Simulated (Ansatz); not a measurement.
MoSe2⁻, relaxed as a doublet with UKS r2SCAN-D4/def2-TZVPD in Ansatz, starting from the GFN1-xTB geometry. Force threshold 0.02 eV/Å.

In the def2 sets Mo takes a core potential; there is no spin–orbit coupling. The charge -1 doublet is spin-contaminated (final ⟨S²⟩ up to 1.71, 0.75 for a pure state). At r2SCAN-D4/def2-TZVPD a quartet of charge -1 lies 0.66 eV below the doublet, each at its own geometry. The structure comes from a short search, and lower isomers may exist.

Start:

```xyz
3

Mo    0.0250    0.6182   -0.3027
Se   -1.8325   -0.5988   -0.5910
Se    1.8075   -0.0193    0.8938
```

| step | energy (eV) | largest force component (eV/Å) | SCF passes |
| --- | --- | --- | --- |
| 1 | -132558.9302 | 1.052 | 26 |
| 2 | -132558.9758 | 0.440 | 32 |
| 3 | -132558.9868 | 0.041 | 35 |
| 4 | -132558.9875 | 0.008 | 25 |

Force components are those of the run's own axes.

End:

```xyz
3

Mo    0.023    0.573   -0.281
Se   -1.919   -0.590   -0.638
Se    1.896    0.017    0.918
```

By distances, no bond broke or formed. The bond that changes most is Mo1–Se2, from 2.24 to 2.29 Å (atoms count from 1).

No frequencies were taken in this run, so the end may be a saddle point.

It took 18 s on 4 threads of Intel Xeon Platinum 8488C on a shared host.
